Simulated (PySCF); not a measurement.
**From a computed spectrum to the compound**

A species of 7 atoms with charge 1 has these harmonic modes (PBE0, small Gaussian bases with core potentials, PySCF 2.14.0):

| cm⁻¹ | km/mol | symmetry |
| --- | --- | --- |
| 125 | 0.1 | a1 |
| 251 | 0.0 | a2 |
| 257 | 1.9 | b1 |
| 359 | 20.3 | b2 |
| 433 | 40.0 | a1 |
| 586 | 172.5 | b2 |
| 600 | 47.3 | a1 |
| 606 | 0.0 | a2 |
| 628 | 516.5 | b1 |
| 1503 | 35.4 | b2 |
| 1511 | 32.2 | a1 |
| 3509 | 126.4 | b2 |
| 3515 | 70.8 | a1 |
| 3596 | 55.7 | b2 |
| 3597 | 35.8 | a1 |

(1) Which species is it, and in which structure?

Answers

(1) [Pr(NH2)2]+ (singlet in the valence; each metal's 4f electrons, 2 of them, lie in its core potential, out of spins and levels):
```xyz
7

Pr    0.0000    0.1424   -0.2049
N     1.7206   -0.5978    0.8601
H     1.6641   -1.1816    1.7001
H     2.7183   -0.4688    0.6746
N    -1.7206   -0.5978    0.8601
H    -2.7183   -0.4688    0.6746
H    -1.6641   -1.1816    1.7001
```
Ideal gas at 298.15 K and 1 bar: S = 324.1 J/(mol K), Cp = 86.1 J/(mol K), H − H(0 K) = 17.6 kJ/mol (rigid rotor, harmonic modes, spin degeneracy alone, that of the 4f electrons in the core included). An lcecp potential fixes the number of 4f electrons, so in runs with it no electron can move into or out of that shell.
 This is one of several that fit.
